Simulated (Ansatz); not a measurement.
H5N2O2Ta (SMILES [NH2][Ta]([NH2])(=[O])[OH]) moved off its minimum; all values from Ansatz (a quantum-chemistry and plane-wave program), cores frozen in correlated methods. Elements past Kr take the def2 small-core potentials, without spin–orbit coupling.
(charge 0, multiplicity 1)
```xyz
10

Ta     0.03968     0.01350     0.03415
O      1.19457     0.78962    -1.01456
O      0.79701    -0.93505     1.43137
H      1.73266    -1.13609     1.73162
N     -0.98601    -1.22119    -1.17102
H     -0.86475    -1.35511    -2.12618
H     -1.70193    -1.83304    -0.85167
N     -1.14605     1.41779     0.72971
H     -1.08327     2.48407     0.46892
H     -1.89061     1.36254     1.34279
```

Forces at wB97M-V/def2-TZVPP (eV/Å):

```json
[
 {"atom": "Ta1", "Fx": "-0.049", "Fy": "1.082", "Fz": "-3.159"},
 {"atom": "O2", "Fx": "-0.618", "Fy": "-0.471", "Fz": "0.843"},
 {"atom": "O3", "Fx": "2.953", "Fy": "-1.495", "Fz": "2.224"},
 {"atom": "H4", "Fx": "-2.070", "Fy": "0.417", "Fz": "-0.625"},
 {"atom": "N5", "Fx": "0.288", "Fy": "0.544", "Fz": "1.850"},
 {"atom": "H6", "Fx": "0.358", "Fy": "-0.084", "Fz": "-1.780"},
 {"atom": "H7", "Fx": "-0.524", "Fy": "-0.425", "Fz": "0.291"},
 {"atom": "N8", "Fx": "1.316", "Fy": "3.867", "Fz": "-1.649"},
 {"atom": "H9", "Fx": "0.055", "Fy": "-3.015", "Fz": "0.514"},
 {"atom": "H10", "Fx": "-1.709", "Fy": "-0.420", "Fz": "1.491"}
]
```

Question: Give the forces (eV/Å), the total energy and the dipole at CCSD(T)/def2-TZVPP.

Answer: 
```
atom      Fx      Fy      Fz
----  ------  ------  ------
Ta1   -0.607   0.698  -2.708
O2     0.125   0.042   0.140
O3     3.179  -1.763   2.623
H4    -2.043   0.413  -0.618
N5     0.176   0.377   1.602
H6     0.335  -0.122  -1.840
H7    -0.566  -0.464   0.297
N8     1.137   4.154  -1.548
H9     0.032  -2.931   0.519
H10   -1.768  -0.404   1.534
```
Energy -319.3848 hartree, dipole 2.87 D.
